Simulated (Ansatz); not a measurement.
The cluster W₂N₂, relaxed as a triplet with UKS PBE-D4/def2-TZVP in Ansatz, starting from the PBE-D4/def2-TZVP geometry of the neutral singlet. Force threshold 0.02 eV/Å.

In the def2 sets W takes a core potential; there is no spin–orbit coupling. The charge 0 triplet is spin-contaminated (final ⟨S²⟩ up to 2.20, 2.00 for a pure state). At PBE-D4/def2-TZVP a singlet of charge 0 lies 0.36 eV below the triplet, each at its own geometry. The structure comes from a short search, and lower isomers may exist.

Start:

```xyz
4

W    -1.0278   -0.5443   -0.5024
W    -0.0006   -0.2149   -2.2756
N     0.1569    0.1705    1.0038
N     0.8714    0.5886    1.7742
```

| step | energy (eV) | largest force component (eV/Å) | SCF passes |
| --- | --- | --- | --- |
| 1 | -6627.8489 | 3.077 | 121 |
| 2 | -6627.8990 | 1.946 | 64 |
| 3 | -6627.9947 | 0.363 | 42 |
| 4 | -6627.9997 | 0.269 | 43 |
| 5 | -6628.0019 | 0.113 | 37 |
| 6 | -6628.0021 | 0.007 | 34 |

Force components are those of the run's own axes.

End:

```xyz
4

W    -1.091   -0.568   -0.434
W     0.063   -0.178   -2.214
N     0.168    0.168    0.924
N     0.859    0.578    1.723
```

By distances, no bond broke or formed. The bond that changes most is W1–W2, from 2.08 to 2.16 Å (atoms count from 1).

No frequencies were taken in this run, so the end may be a saddle point.

Hardware: 2 threads of Arm Neoverse V1 on a shared host. Wall time 29 s.
